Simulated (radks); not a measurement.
Results of a calculation; reference values are marked as such.
Question: All-electron atom: Cd in [Kr] 4d10 4f2 (not the ground configuration). Level of theory: non-relativistic Kohn-Sham, AM05, spin-unpolarised, spherical densities, point nucleus; relativity is left out, which matters for an element this heavy (a radial shooting solver on a logarithmic mesh with Libxc functionals). Some entries of the table are withheld. Estimate them.

orbital  occ.  eigenvalue (hartree)  r(max) (bohr)  <r> (bohr)
1s          2             -942.0165        0.02100     0.03173
2s          2             -137.2971         0.1166         (1)
2p          6             -128.0695        0.09130      0.1173
3s          2             -25.84101         0.3364      0.3717
3p          6             -22.09042         0.3228      0.3631
3d         10             -15.13558            (2)      0.3348
4s          2              -4.05693         0.8218      0.9103
4p          6              -2.85541         0.8568      0.9736
4d         10              -0.92220         0.9748       1.241
4f          2              -0.02256          9.920       10.74

Answer: 
(1) 2s <r> (bohr): 0.1374
(2) 3d r(max) (bohr): 0.2660
